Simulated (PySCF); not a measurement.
Ta(O)(F)2(OMe) (CH3F2O2Ta), SMILES C[O][Ta](=[O])([F])[F], multiplicity 1.

Coordinates come from a B3LYP-D3(BJ)/def2-SVP optimisation. The multiplicity is an assumed one; no other spin state was optimised. The structure was generated by enumeration; whether it is a known compound was not checked. The def2 effective core potentials stand for the cores of Ta; spin–orbit coupling is left out. Other conformers were not sampled.

Level of theory: CAM-B3LYP/def2-TZVP (PySCF).

Symmetry labels are those of the subgroup Cs that the program uses (full group Cs).

Computed valence orbital energies around the gap with their symmetry:
```
orbital  symmetry  energy (eV)
-------  --------  -----------
HOMO−7         A"       -14.34
HOMO−6         A'       -14.11
HOMO−5         A"       -13.75
HOMO−4         A'       -11.89
HOMO−3         A'       -11.33
HOMO−2         A"       -11.25
HOMO−1         A"       -11.01
HOMO           A'       -10.85
LUMO           A'         0.08
LUMO+1         A'         0.16
LUMO+2         A"         0.21
LUMO+3         A'         1.07
```
